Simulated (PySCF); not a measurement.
C₃H₁₂Ge₂S (SMILES [CH3][Ge]([CH3])([CH3])[S][GeH3]), singlet, at a GFN2-xTB geometry; DF-HF/6-31G in PySCF.

PySCF was given this input:
```python
from pyscf import gto, scf

mol = gto.Mole()
mol.atom = '''
    Ge    2.20340958    0.00371858    0.02374896
    S     0.45686209   -0.04347642    1.33679561
    Ge   -1.22909930    0.00514332   -0.17410524
    C    -1.36227235   -1.79508267   -1.01631007
    C    -2.85120142    0.43695070    0.88757143
    C    -0.85291601    1.39881235   -1.54845673
    H     2.12011221   -0.99842224   -1.09833057
    H     2.41627670    1.35672913   -0.60074501
    H     3.38798713   -0.32379009    0.87835601
    H    -2.19192531   -1.81127488   -1.71685796
    H    -0.45063415   -2.04286961   -1.55343438
    H    -1.53303075   -2.55507701   -0.25915627
    H    -3.72844159    0.43096605    0.24737997
    H    -2.99336015   -0.29441418    1.67790764
    H    -2.76065564    1.41850084    1.34346076
    H     0.01785467    1.12888230   -2.14169611
    H    -0.66684682    2.36087167   -1.07893941
    H    -1.70672050    1.49785717   -2.21210158
'''
mol.basis = '6-31g'
mol.verbose = 4
mol.max_memory = 1800
mol.build()

mf = scf.RHF(mol)
mf = mf.density_fit(auxbasis='def2-universal-jkfit')
mf.kernel()
```

Output, abridged:

```
PySCF version 2.14.0

[INPUT] verbose = 4
[INPUT] num. atoms = 18
[INPUT] num. electrons = 110
[INPUT] charge = 0
[INPUT] spin (= nelec alpha-beta = 2S) = 0
[INPUT] symmetry False subgroup None
[INPUT] Mole.unit = angstrom
[INPUT] Symbol           X                Y                Z      unit          X                Y                Z       unit  Magmom
[INPUT]  1 Ge     2.203409580000   0.003718580000   0.023748960000 AA    4.163840646443   0.007027097772   0.044879030143 Bohr   0.0
[INPUT]  2 S      0.456862090000  -0.043476420000   1.336795610000 AA    0.863344226796  -0.082158526677   2.526177587421 Bohr   0.0
[INPUT]  3 Ge    -1.229099300000   0.005143320000  -0.174105240000 AA   -2.322661056895   0.009719466171  -0.329011220452 Bohr   0.0
[INPUT]  4 C     -1.362272350000  -1.795082670000  -1.016310070000 AA   -2.574321648568  -3.392214617253  -1.920547689938 Bohr   0.0
[INPUT]  5 C     -2.851201420000   0.436950700000   0.887571430000 AA   -5.387989809771   0.825717152937   1.677266918689 Bohr   0.0
[INPUT]  6 C     -0.852916010000   1.398812350000  -1.548456730000 AA   -1.611777666157   2.643372241159  -2.926159135440 Bohr   0.0
[INPUT]  7 H      2.120112210000  -0.998422240000  -1.098330570000 AA    4.006431430246  -1.886744590275  -2.075543971537 Bohr   0.0
[INPUT]  8 H      2.416276700000   1.356729130000  -0.600745010000 AA    4.566101204168   2.563846480919  -1.135243539599 Bohr   0.0
[INPUT]  9 H      3.387987130000  -0.323790090000   0.878356010000 AA    6.402367789251  -0.611874591948   1.659852298766 Bohr   0.0
[INPUT] 10 H     -2.191925310000  -1.811274880000  -1.716857960000 AA   -4.142138521402  -3.422813459504  -3.244391339179 Bohr   0.0
[INPUT] 11 H     -0.450634150000  -2.042869610000  -1.553434380000 AA   -0.851575125876  -3.860464071097  -2.935565530684 Bohr   0.0
[INPUT] 12 H     -1.533030750000  -2.555077010000  -0.259156270000 AA   -2.897008258037  -4.828395776073  -0.489734373764 Bohr   0.0
[INPUT] 13 H     -3.728441590000   0.430966050000   0.247379970000 AA   -7.045733476538   0.814407803486   0.467480392003 Bohr   0.0
[INPUT] 14 H     -2.993360150000  -0.294414180000   1.677907640000 AA   -5.656630875687  -0.556362167388   3.170785901915 Bohr   0.0
[INPUT] 15 H     -2.760655640000   1.418500840000   1.343460760000 AA   -5.216883083836   2.680578095065   2.538772895500 Bohr   0.0
[INPUT] 16 H      0.017854670000   1.128882300000  -2.141696110000 AA    0.033740436344   2.133278373869  -4.047219089946 Bohr   0.0
[INPUT] 17 H     -0.666846820000   2.360871670000  -1.078939410000 AA   -1.260157856837   4.461400871545  -2.038899989900 Bohr   0.0
[INPUT] 18 H     -1.706720500000   1.497857170000  -2.212101580000 AA   -3.225234316181   2.830539825016  -4.180266145918 Bohr   0.0

nuclear repulsion = 913.248387234419
number of shells = 68
number of NR pGTOs = 340
number of NR cGTOs = 118
basis = 6-31g
ecp = {}

******** <class 'pyscf.df.df_jk.DFRHF'> ********
method = DFRHF
initial guess = minao
damping factor = 0
level_shift factor = 0
DIIS = <class 'pyscf.scf.diis.CDIIS'>
diis_start_cycle = 1
diis_space = 8
diis_damp = 0
SCF conv_tol = 1e-09
SCF conv_tol_grad = None
SCF max_cycles = 50
direct_scf = False
Set gradient conv threshold to 3.16228e-05
Initial guess from minao.
******** <class 'pyscf.df.df.DF'> ********
auxbasis = def2-universal-jkfit
init E= -4667.21989944014
  HOMO = -0.284726334119509  LUMO = 0.0500918991244004  gap/eV = 9.11087
cycle= 1 E= -4668.07535723003  delta_E= -0.855  |g|= 0.333  |ddm|= 3.59
  HOMO = -0.322995838882937  LUMO = 0.105009472712947  gap/eV = 11.64662
cycle= 2 E= -4668.12290001461  delta_E= -0.0475  |g|= 0.105  |ddm|= 0.762
  HOMO = -0.361637871839176  LUMO = 0.108623255534962  gap/eV = 12.79646
cycle= 3 E= -4668.1269552779  delta_E= -0.00406  |g|= 0.0402  |ddm|= 0.232
  HOMO = -0.351025887781086  LUMO = 0.112364947219295  gap/eV = 12.60951
cycle= 4 E= -4668.12752689799  delta_E= -0.000572  |g|= 0.0062  |ddm|= 0.0717
  HOMO = -0.351044154067636  LUMO = 0.112004426674267  gap/eV = 12.60019
cycle= 5 E= -4668.12754067303  delta_E= -1.38e-05  |g|= 0.00174  |ddm|= 0.0124
  HOMO = -0.351491564841865  LUMO = 0.11183617019849  gap/eV = 12.60779
cycle= 6 E= -4668.12754194967  delta_E= -1.28e-06  |g|= 0.000416  |ddm|= 0.00423
  HOMO = -0.351456963410028  LUMO = 0.111909373533492  gap/eV = 12.60884
cycle= 7 E= -4668.1275420696  delta_E= -1.2e-07  |g|= 0.000112  |ddm|= 0.00144
  HOMO = -0.351474926471203  LUMO = 0.111906432972672  gap/eV = 12.60925
cycle= 8 E= -4668.12754207963  delta_E= -1e-08  |g|= 3.7e-05  |ddm|= 0.000393
  HOMO = -0.351483699481606  LUMO = 0.1119037768547  gap/eV = 12.60942
cycle= 9 E= -4668.12754208048  delta_E= -8.57e-10  |g|= 5.68e-06  |ddm|= 0.000118
  HOMO = -0.351482844561634  LUMO = 0.111904384846033  gap/eV = 12.60941
Extra cycle  E= -4668.1275420805  delta_E= -1.73e-11  |g|= 2.39e-06  |ddm|= 1.5e-05
converged SCF energy = -4668.1275420805
```
